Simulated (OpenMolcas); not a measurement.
neutral germanium: effect of the level shift or regulariser

* Program: OpenMolcas
* Basis: ANO-RCC-VQZP [7s6p4d2f1g]
* Scalar Hamiltonian: DKH2, point nucleus
* Active space: 2 electrons in 3 orbitals (4p)
* State averaging: 2S+1 = 3 even, 3 roots; 2S+1 = 1 even, 6 roots
* Spin-orbit coupling: RASSI with atomic mean-field integrals over the reference wave functions, term energies averaged over their components

Methods on the same reference wave functions:
A. CASSCF
B. SS-CASPT2, IPEA 0.25 Eh, imaginary shift 0.1 Eh (closed shells correlated: 3d 4s)
C. SS-CASPT2, IPEA 0.25 Eh, imaginary shift 0.3 Eh (closed shells correlated: 3d 4s)

Energies in cm⁻¹ above 4s² 4p² ³P₀, the measured ground level; measured values from NIST Handbook of Basic Atomic Spectroscopic Data.

```
      Level      A      B      C  Measured
4s² 4p² ³P₀    0.0    0.0    0.0       0.0
4s² 4p² ³P₁    465    481    481       557
4s² 4p² ³P₂   1240   1246   1246      1410
4s² 4p² ¹D₂   9382   7800   7810      7125
4s² 4p² ¹S₀  21814  17270  17320     16367
```

Deviations, from unrounded energies. A percentage is the sum of absolute deviations over the sum of measured energies, with the sign that they share, or ± where signs differ.

```json
{"Against measurement": "mean absolute deviation (cm-1)", "Levels": "4", "A": "2000", "B": "450", "C": "470"}
{"Against measurement": "fine structure of the ground term (%)", "Levels": "2", "A": "-13.3", "B": "-12.2", "C": "-12.2"}
{"Against measurement": "other terms of the ground configuration (%)", "Levels": "2", "A": "+32.8", "B": "+6.7", "C": "+7.0"}
```

B, C lie about equally close to measurement and A furthest from it. The largest miss of B in the table is 4s² 4p² ¹S₀, by +900 cm-1. The ranking rests on the paired levels alone, and a cruder setting can come out closer through cancelling errors.

Between B and C the level of the table that moves most is 4s² 4p² ¹S₀, by 55 cm-1 (lowest in B, highest in C). Moves below CASPT2's spread within the term are not significant.

The mean deviations of B to C differ by less than CASPT2's widest spread within a term (87 cm-1), so their order carries little weight.

From A to B the spin-free energies of the other terms of 4s² 4p² shown, above ³P, scale by factors of 0.78 to 0.81.

The lowest spin-free term lies below A's lowest term by 0.499 hartree in B, 0.498 hartree in C.

CASPT2 breaks the degeneracy within a term, and the mean is taken; among the terms shown or strongly mixed into the levels shown the widest spread is 87 cm-1 (4s² 4p² ¹D, B). With the s shell closed, the reference lacks s² → p² mixing. Without dynamic correlation excited terms often stand tens of per cent too high (terms of higher spin than the ground term too low), and those without a measured partner can miss by more than the paired ones (holds for A). Measured partners are found by configuration, term and J. A level has none where our copy of the source lacks it or the pairing is in doubt (some pairs that miss far off the trend of their configuration count as doubtful), and it then counts in no deviation. Levels of configurations outside the active space are missing.
